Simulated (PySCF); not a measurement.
W(O)(NH)(F)(Br) (BrFHNOW), SMILES [W](=[NH])([Br])([F])=[O], multiplicity 1.

Geometry optimised at B3LYP-D3(BJ)/def2-SVP. The multiplicity is an assumed one; no other spin state was optimised. The structure was generated by enumeration; whether it is a known compound was not checked. The def2 effective core potentials stand for the cores of W; spin–orbit coupling is left out.

Two levels are set side by side: TDA-PBE/def2-SVPD (PySCF) and TDA-LC-ωPBE/def2-SVPD (PySCF). Vertical, same geometry. The lowest singlet is HOMO→LUMO 87 % with PBE and HOMO→LUMO 79 % with the other functional; states are paired by order. Differences are taken from unrounded values.

| quantity | TDA-LC-ωPBE |
|---|---|
| lowest singlet excitation (eV) | 4.74 |
| lowest triplet excitation (TDA) (eV) | 4.06 |

Problem. What does TDA-PBE give, and how far is it from TDA-LC-ωPBE? (An estimate is asked for; the answer gives what the named calculation found.)

Solution. 
```json
[
 {"quantity": "lowest singlet excitation (eV)", "TDA-PBE": "4.10", "TDA-PBE minus TDA-LC-ωPBE": "-0.64"},
 {"quantity": "lowest triplet excitation (TDA) (eV)", "TDA-PBE": "3.65", "TDA-PBE minus TDA-LC-ωPBE": "-0.40"}
]
```

Functionals without exact exchange tend to place singlet excitations lower, as here. Differences between two approximate levels are no errors against the true value.

Rough cost on one machine, each run with all the roots and properties that it gave: TDA-LC-ωPBE against TDA-PBE about 3 times.
